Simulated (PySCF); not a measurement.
# UHF on P (phosphorus, neutral)

Configuration: [Ne] 3s1 3p3 4s1, high-spin 6S determinant (an excited configuration). Calculation: PySCF 2.14, in aug-cc-pV(D+d)Z; no relativity, point nucleus.

```json
{
  "Total energy": "-340.312955 hartree",
  "One-electron energy": "-468.1974 hartree",
  "Hartree (Coulomb) energy": "150.4961 hartree",
  "Exchange energy": "-22.6117 hartree",
  "Kinetic energy": "340.40635 hartree",
  "⟨S²⟩": "8.7500",
  "⟨L²⟩": "0.000",
  "Sum of ⟨r⟩": "17.39 bohr",
  "Sum of ⟨r²⟩": "50.14 bohr²",
  "Density at the nucleus (Gaussians lack the cusp)": "2120 bohr⁻³",
  "Spin density at the nucleus": "7.09 bohr⁻³",
  "Langevin diamagnetic susceptibility": "-39.7 ×10⁻⁶ cm³/mol"
}
```

```
shell  electrons  mean orbital energy (hartree)  rms radius, mean of both spins (bohr)
 1s α          1                      -80.20956                                  0.120
 1s β          1                      -80.16775                                  0.120
 2s α          1                       -7.75218                                  0.562
 2s β          1                       -7.68866                                  0.562
 2p α          3                       -5.65002                                  0.540
 2p β          3                       -5.58799                                  0.540
 3s α          1                       -1.05788                                   1.94
 3p α          3                       -0.57486                                   2.30
 4s α          1                       -0.11392                                   5.30
```

The outer electron is Rydberg-like, and this basis confines it to a smaller radius and binds it less than a complete one would.

Spin-orbit constants ζ (cm⁻¹) from the X2C one-electron operator on these orbitals (non-relativistic here): bare nucleus, nucleus screened by l(l+1)(2l+1)/3 electrons, and screened by the Breit-Pauli mean field of the electrons.

```tsv
shell	bare	screened nucleus	mean field
2p	5372	4656	4326
3p	357.6	309.9	283.9
```
